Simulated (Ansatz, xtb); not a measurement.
**Two isomers of C2H5F3SeSi**

We compare X, `F[SiH2][Se]CC(F)F`, a singlet, with Y, `FC(F)(F)C[Se][SiH3]`, a singlet. Both are isolated molecules in the gas phase, relaxed with r2SCAN-D4/def2-SVP; each stands in its lowest conformer found.

Estimate which is lower in electronic energy at CCSD(T)/def2-SVP + ΔMP2/def2-TZVPP, and by roughly how much.

The CCSD(T)/def2-SVP + ΔMP2/def2-TZVPP calculation puts structure X lower, by 155.1 kJ/mol.

The same difference at several levels:

| level | geometry | E(Y) − E(X) (kJ/mol) | departure from the last row (kJ/mol) | job, with rough time for the two |
| --- | --- | --- | --- | --- |
| GFN2-xTB | GFN2-xTB | +146.6 | −8.5 | optimisation, 0.53 s |
| HF/STO-3G | GFN2-xTB | +12.6 | −142.5 | single point, 1.7 s |
| r2SCAN-D4/def2-SVP//GFN2-xTB | GFN2-xTB | +114.4 | −40.7 | single point, 7.8 s |
| r2SCAN-D4/def2-SVP | r2SCAN-D4/def2-SVP | +117.0 | −38.1 | optimisation, 82 s |
| HF/def2-SVP | r2SCAN-D4/def2-SVP | +128.2 | −26.9 | part of the CCSD(T) run |
| MP2/def2-SVP | r2SCAN-D4/def2-SVP | +130.8 | −24.3 | part of the CCSD(T) run |
| CCSD(T)/def2-SVP | r2SCAN-D4/def2-SVP | +122.7 | −32.4 | single point |
| CCSD(T)/def2-SVP + ΔMP2/def2-TZVPP | r2SCAN-D4/def2-SVP | +155.1 |  | single point, 2.4 min |

As drawn, Y has 1 C–F, 1 Si–H in place of 1 F–Si, 1 C–H.

None of the levels shown reverses the order. The largest departure from CCSD(T)/def2-SVP + ΔMP2/def2-TZVPP is that of HF/STO-3G, 142.5 kJ/mol. The last row adds to CCSD(T) the change of the MP2 difference between the two basis sets, here +32.4 kJ/mol, a large step that makes the value less sure.

With thermal terms from frequencies at re-optimised GFN2-xTB minima (ideal gas, soft modes damped towards free rotors, one conformer each, 298.15 K, 1 atm): on the last row, ΔE + ΔZPE = +145.2, ΔH = +145.3, ΔG = +146.1 kJ/mol.

The correlated steps freeze 19 core orbitals; the filled d shell of Se is correlated, in a basis made for valence electrons. Programs: Ansatz 0.2.0, xtb 6.7.1; the last row on 2 threads of Intel(R) Xeon(R) Processor @ 2.70GHz on a shared host.
